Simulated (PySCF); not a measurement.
Stepwise substitution at one centre (Ge F-Cl). All species are isolated molecules in the gas phase. Strings in code marks are SMILES.

Computed with PBE-D3(BJ)/def2-TZVP // B3LYP-D3(BJ)/def2-TZVP (PySCF). Excitations are Tamm–Dancoff values on a coarser integration grid. The basis has no diffuse functions, so Rydberg states are missing or too high.

```json
[
 {"species": "0 of 4 F replaced by Cl (`[F][Ge]([F])([F])[F]`)", "T1 excitation (TDA) (eV)": "–", "S1 oscillator strength": "0.000", "HOMO (eV)": "-10.48"},
 {"species": "1 of 4 F replaced by Cl", "T1 excitation (TDA) (eV)": "5.78", "S1 oscillator strength": "0.007", "HOMO (eV)": "-9.09"},
 {"species": "2 of 4 F replaced by Cl (`[F][Ge]([F])([Cl])[Cl]`)", "T1 excitation (TDA) (eV)": "[?]", "S1 oscillator strength": "[?]", "HOMO (eV)": "-8.64"},
 {"species": "3 of 4 F replaced by Cl (`[F][Ge]([Cl])([Cl])[Cl]`)", "T1 excitation (TDA) (eV)": "4.88", "S1 oscillator strength": "0.000", "HOMO (eV)": "-8.35"},
 {"species": "4 of 4 F replaced by Cl (`[Cl][Ge]([Cl])([Cl])[Cl]`)", "T1 excitation (TDA) (eV)": "–", "S1 oscillator strength": "0.000", "HOMO (eV)": "[?]"}
]
```

Problem. Some entries are withheld; supply them.

Solution. 
- 2 of 4 F replaced by Cl (`[F][Ge]([F])([Cl])[Cl]`), T1 excitation (TDA) (eV): 5.27
- 2 of 4 F replaced by Cl (`[F][Ge]([F])([Cl])[Cl]`), S1 oscillator strength: 0.010
- 4 of 4 F replaced by Cl (`[Cl][Ge]([Cl])([Cl])[Cl]`), HOMO (eV): -8.20
